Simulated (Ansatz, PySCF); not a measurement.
Gas-phase reaction in SMILES: Br[B]Br -> Br[B]Br as singlet, charge -1 (an electron is taken up)
Geometries: B3LYP-D3(BJ)/def2-TZVP minima from Ansatz (a first-principles code). Unstable Hartree-Fock reference: Br[B]Br as singlet, charge -1.
Geometry of the first species:
```xyz
3

B     -0.6400    -0.4659    -0.0426
Br    -0.7477     1.2069    -0.9132
Br     0.8392    -1.1404     0.9193
```
Charge 0, spin multiplicity 2.

Property: adiabatic electron affinity (0 K, with B3LYP-D3(BJ) harmonic zero-point energies from PySCF), positive where the reaction releases energy, in eV. Valence correlation only, unless marked. Open shells are spin-unrestricted. Spin-orbit coupling is left out. The frozen core is the preceding noble-gas configuration, with the filled d and f shells of earlier blocks. No relativistic terms. Anions need diffuse functions: aug- sets have them; def2-D sets add few; the other sets have none. CBS(X,Y): correlation extrapolated as X^-3; Hartree-Fock from the larger set. [CCSD(T)-MP2]/basis is that difference in the basis named.

RI-MP2/CBS(aug-cc-pVTZ,aug-cc-pVQZ)+[CCSD(T)-MP2]/aug-cc-pVTZ (Ansatz) gives 1.77 eV.

**Question.** Another calculation gave 1.64 eV. Which level was it?
(A) TPSS/def2-TZVPD (PySCF)
(B) HF/def2-TZVPD (PySCF)
(C) r2SCAN0/def2-TZVPD (Ansatz)
(D) B3LYP/def2-TZVPD (Ansatz)

**Answer.** D, B3LYP/def2-TZVPD (Ansatz). The others give 1.52 (TPSS), 1.35 (r2SCAN0), 0.58 (HF) eV.
